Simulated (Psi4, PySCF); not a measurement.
H₅BrN₂Si (SMILES N[SiH](N)Br), singlet, at a GFN2-xTB geometry, atoms displaced at random by about 0.08 Å a coordinate. Base run: B3LYP/STO-3G, gradient (PySCF).

The PySCF input:
```python
from pyscf import gto, scf, dft

mol = gto.Mole()
mol.atom = '''
    Si   -0.48495855   -0.43692020    0.64429918
    N    -1.45985945   -1.42056707   -0.23888192
    N     0.50592252   -1.61429485    1.33949399
    Br    0.24817326    1.19650234   -0.70716885
    H    -0.98758260    0.20457473    1.96456019
    H    -2.01951464   -0.90343295   -0.94501326
    H    -1.88682857   -2.02722165    0.04737689
    H     1.09478755   -2.44456987    0.60971835
    H     1.35350070   -1.37438075    1.96081197
'''
mol.basis = 'sto-3g'
mol.verbose = 3
mol.build()

mf = dft.RKS(mol)
mf.xc = 'b3lyp'
mf.kernel()
g = mf.nuc_grad_method()
grad = g.kernel()
```

Programs used: Psi4, PySCF; a row that names a program was run with it.

The coordinate followed is y of atom 9.

The base run was repeated with changes; each row names its change, and settings that it needs were set with it.

| change | dE/dx (Eh/bohr) | net force (Eh/bohr) |
|---|---|---|
| base | -0.007425 | 0.000124 |
| finite difference step (bohr) = 1e-3; conv_tol = 1e-11 | -0.007429 | - |
| grids.level = 1; grid_response = off | -0.007428 | 0.000868 |
| grids.level = 0; grid_response = on | -0.007101 | 0.000000 |
| grids.level = 5; grid_response = on | -0.007427 | 0.000000 |
| finite difference step (bohr) = 0.05; conv_tol = 1e-11 | -0.007394 | - |
| code = psi4 | -0.007427 | 0.000280 |
| density fitting = on | -0.007425 | 0.000124 |
| conv_tol = 1e-6 | -0.007426 | 0.000124 |
| finite difference step (bohr) = 1e-4; conv_tol = 1e-11 | -0.007429 | - |
| grid_response = on | -0.007429 | 0.000000 |
| density fitting = on; auxbasis_response = off | -0.007435 | 0.000571 |

The net force is zero for an exact gradient.
